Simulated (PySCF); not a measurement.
PySCF 2.14 output of a UHF calculation on a single atom or ion in aug-cc-pVQZ-DK3 (9s8p6d3f2g, 102 functions), with scalar relativity by spin-free X2C-1e:

```
SCF conv_tol = 1e-09
number electrons alpha = 27  beta = 23
cycle= 1 E= -6173.22200190615  delta_E= -0.00208  |g|= 0.0143  |ddm|= 0.111
cycle= 2 E= -6173.22226642163  delta_E= -0.000265  |g|= 0.00546  |ddm|= 0.0558
cycle= 3 E= -6173.22235258641  delta_E= -8.62e-05  |g|= 0.00141  |ddm|= 0.0486
cycle= 4 E= -6173.22237672219  delta_E= -2.41e-05  |g|= 0.000693  |ddm|= 0.026
cycle= 5 E= -6173.22238343916  delta_E= -6.72e-06  |g|= 0.000367  |ddm|= 0.0144
cycle= 6 E= -6173.22238544842  delta_E= -2.01e-06  |g|= 6.13e-05  |ddm|= 0.0117
cycle= 7 E= -6173.22238547116  delta_E= -2.27e-08  |g|= 4.72e-06  |ddm|= 0.00154
cycle= 8 E= -6173.22238547119  delta_E= -3.18e-11  |g|= 7.25e-07  |ddm|= 6.85e-05
converged SCF energy = -6173.22238547119  <S^2> = 6.0035615  2S+1 = 5.0014244
```

The run itself started from symmetry-adapted Hartree-Fock orbitals and held the occupation by maximum overlap, so the iterations belong to that start.

**Question.** Which element, charge and spin multiplicity is this?

**Answer.** Sn (tin, neutral), multiplicity 5; the state was [Kr] 4d10 5s1 5p2 6s1, high-spin 5P determinant (an excited configuration).

The outer electron is Rydberg-like, and this basis confines it to a smaller radius and binds it less than a complete one would.
